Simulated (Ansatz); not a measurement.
## A geometry optimisation of C3H8O4S with B3LYP-D3(BJ)/def2-SVP

The starting geometry of this gas-phase singlet was optimised with GFN2-xTB; its bonds are those of `COS(=O)(=O)CCO`.

```yaml
atoms:
  - { symbol: C, position_ang: [-2.0553, -2.2490, -1.7679] }
  - { symbol: C, position_ang: [0.3326, 0.3590, -0.0259] }
  - { symbol: C, position_ang: [1.0219, 1.6542, -0.4518] }
  - { symbol: O, position_ang: [-1.4116, -1.3792, -0.8511] }
  - { symbol: O, position_ang: [0.6971, -1.2149, -2.1552] }
  - { symbol: O, position_ang: [-0.9660, 0.5594, -2.3454] }
  - { symbol: O, position_ang: [0.1110, 2.6150, -0.8919] }
  - { symbol: S, position_ang: [-0.3030, -0.4137, -1.5238] }
  - { symbol: H, position_ang: [-2.6561, -1.6674, -2.4706] }
  - { symbol: H, position_ang: [-1.3044, -2.8212, -2.3170] }
  - { symbol: H, position_ang: [-2.6890, -2.9115, -1.1815] }
  - { symbol: H, position_ang: [-0.5242, 0.5505, 0.6117] }
  - { symbol: H, position_ang: [1.0148, -0.3509, 0.4265] }
  - { symbol: H, position_ang: [1.7557, 1.4093, -1.2352] }
  - { symbol: H, position_ang: [1.5484, 2.1021, 0.3970] }
  - { symbol: H, position_ang: [-0.4154, 2.2267, -1.6115] }
```

Problem. Where would you expect an optimisation with B3LYP-D3(BJ)/def2-SVP to take it?

Solution. It keeps its bonds, and is `COS(=O)(=O)CCO`.

The energy falls by 0.15 eV over 12 steps:

```json
{"step": "1", "E − E(last) (eV)": "0.146"}
{"step": "2", "E − E(last) (eV)": "0.033"}
{"step": "3", "E − E(last) (eV)": "0.003"}
{"step": "5", "E − E(last) (eV)": "0.001"}
{"step": "6", "E − E(last) (eV)": "0.001"}
{"step": "7", "E − E(last) (eV)": "0.000"}
{"step": "8", "E − E(last) (eV)": "0.000"}
{"step": "10", "E − E(last) (eV)": "0.000"}
{"step": "11", "E − E(last) (eV)": "0.000"}
{"step": "12", "E − E(last) (eV)": "0.000"}
```

Final geometry (Å):

```xyz
16

C    -2.0527   -2.3222   -1.7563
C     0.3101    0.3784   -0.0758
C     1.0411    1.6764   -0.4475
O    -1.4230   -1.3852   -0.8682
O     0.6964   -1.1960   -2.2281
O    -1.0400    0.6311   -2.3480
O     0.1684    2.7011   -0.8211
S    -0.3268   -0.3906   -1.5685
H    -2.6196   -1.7915   -2.5370
H    -1.3013   -2.9804   -2.2180
H    -2.7377   -2.9091   -1.1324
H    -0.5589    0.5866    0.5636
H     0.9647   -0.3686    0.3942
H     1.8011    1.4478   -1.2230
H     1.5899    2.0130    0.4466
H    -0.3550    2.3780   -1.5741
```

No frequencies were run, so the end isn't proven a minimum. Run with Ansatz 0.2.0, 34 s on 4 threads of Arm Neoverse V1, with other jobs on the host.
